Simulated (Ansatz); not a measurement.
```xyz
14

C    -0.5552   -0.0029    2.1898
Si    0.2554   -0.7291    0.7018
O    -0.9326   -1.3424   -0.2713
O     1.0471    0.4527   -0.1307
Si    0.8237    1.0305   -1.6315
O    -0.7275    1.4221   -1.9214
Cl    1.4243   -0.4400   -2.9488
H    -1.0506   -0.7771    2.7800
H     0.1816    0.4959    2.8236
H    -1.3042    0.7356    1.8931
H     1.2419   -1.7887    1.0252
H    -0.6710   -2.0145   -0.9039
H     1.6430    2.2267   -1.8504
H    -1.3758    0.7313   -1.7554
```

The species carries charge 0 and has multiplicity 1.

(1) List the PBE0/def2-TZVPP orbital energies in eV (the Gaussian-basis code of Ansatz). (An estimate is asked.)

Answers

(1) Computed: Occupied: -2767.27, -1804.31, -1803.56, -523.09, -522.98, -522.92, -277.93, -259.13, -197.40, -197.29, -197.28, -146.39, -145.73, -101.10, -101.07, -101.02, -100.44, -100.40, -100.35, -28.87, -28.47, -27.93, -23.02, -19.97, -16.54, -15.66, -14.72, -12.98, -12.52, -12.06, -11.69, -11.49, -11.33, -10.84, -10.44, -10.22, -9.86, -9.58, -9.22, -9.19, -8.73. Lowest empty: 0.44, 1.06, 1.20, 1.39, 1.49, 2.33, 2.60, 2.76.
